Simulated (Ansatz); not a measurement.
Ansatz (a program for electronic structure) input:

Ansatz 0.2 input:
```yaml
crystal:
  periodic: [false, false, false]
  atoms:
    - {symbol: Si, position_ang: [-0.05111433, 0.12438469, -0.30691107]}
    - {symbol: Cl, position_ang: [0.26799333, -0.65215117, 1.60914030]}
    - {symbol: C, position_ang: [-1.74437946, -0.43282051, -0.85958295]}
    - {symbol: C, position_ang: [1.28757340, -0.55661887, -1.41471068]}
    - {symbol: C, position_ang: [0.04825695, 1.98362745, -0.17880033]}
    - {symbol: H, position_ang: [-2.51735814, -0.06724577, -0.18156284]}
    - {symbol: H, position_ang: [-1.80770204, -1.52183897, -0.88926854]}
    - {symbol: H, position_ang: [-1.96240052, -0.05202084, -1.86088700]}
    - {symbol: H, position_ang: [1.25018116, -1.64669610, -1.44914392]}
    - {symbol: H, position_ang: [2.27667875, -0.26299219, -1.05931488]}
    - {symbol: H, position_ang: [1.16661346, -0.17978233, -2.43378589]}
    - {symbol: H, position_ang: [-0.11237691, 2.44178424, -1.15831067]}
    - {symbol: H, position_ang: [-0.70939046, 2.36986851, 0.50504207]}
    - {symbol: H, position_ang: [1.02676322, 2.29897922, 0.18716541]}
basis:
  gaussian:
    orbitals: def2-TZVP
hamiltonian:
  xc: {name: r2SCAN}
relax: {f_tol: 0.003, max_steps: 100}
```

**Question.** Predict the final energy.

**Answer.** -869.46199 Eh (r2SCAN/def2-TZVP). The basis has 221 functions.
